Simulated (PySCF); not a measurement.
Hf(OH)4 (H4HfO4), SMILES [OH][Hf]([OH])([OH])[OH], multiplicity 1. Atoms are numbered in the order given.

```xyz
9

Hf     0.0000     0.0000     0.0000
O      1.1204     1.1204    -1.1204
H      1.6722     1.6722    -1.6722
O     -1.1204     1.1204     1.1204
H     -1.6722     1.6722     1.6722
O     -1.1204    -1.1204    -1.1204
H     -1.6722    -1.6722    -1.6722
O      1.1204    -1.1204     1.1204
H      1.6722    -1.6722     1.6722
```

Geometry optimised at B3LYP-D3(BJ)/def2-SVP. The multiplicity is an assumed one; other spin states were not compared. The isomer is the one that the SMILES or the coordinates give; other isomers of the formula were not compared. The def2 effective core potentials stand for the cores of Hf; spin–orbit coupling is left out. Other conformers were not sampled.

Method: HF/def2-TZVP run with PySCF.

ESP charges are fitted to the potential on shells at 1.4 to 2.0 van der Waals radii. Atomic charges (e):

```json
[
 {"atom": "Hf1", "Löwdin": "0.99", "Mulliken": "?", "ESP fit": "2.54"},
 {"atom": "O2", "Löwdin": "-0.41", "Mulliken": "?", "ESP fit": "-1.18"},
 {"atom": "H3", "Löwdin": "0.16", "Mulliken": "?", "ESP fit": "0.55"},
 {"atom": "O4", "Löwdin": "-0.41", "Mulliken": "?", "ESP fit": "-1.18"},
 {"atom": "H5", "Löwdin": "0.16", "Mulliken": "?", "ESP fit": "0.55"},
 {"atom": "O6", "Löwdin": "-0.41", "Mulliken": "?", "ESP fit": "-1.18"},
 {"atom": "H7", "Löwdin": "0.16", "Mulliken": "?", "ESP fit": "0.55"},
 {"atom": "O8", "Löwdin": "-0.41", "Mulliken": "?", "ESP fit": "-1.18"},
 {"atom": "H9", "Löwdin": "0.16", "Mulliken": "?", "ESP fit": "0.55"}
]
```

Task: What belongs in the gaps? (Estimate from the structure and the level; the computed values follow.)

Result: 
- Hf1, Mulliken: 2.10
- O2, Mulliken: -0.87
- H3, Mulliken: 0.34
- O4, Mulliken: -0.87
- H5, Mulliken: 0.34
- O6, Mulliken: -0.87
- H7, Mulliken: 0.34
- O8, Mulliken: -0.87
- H9, Mulliken: 0.34
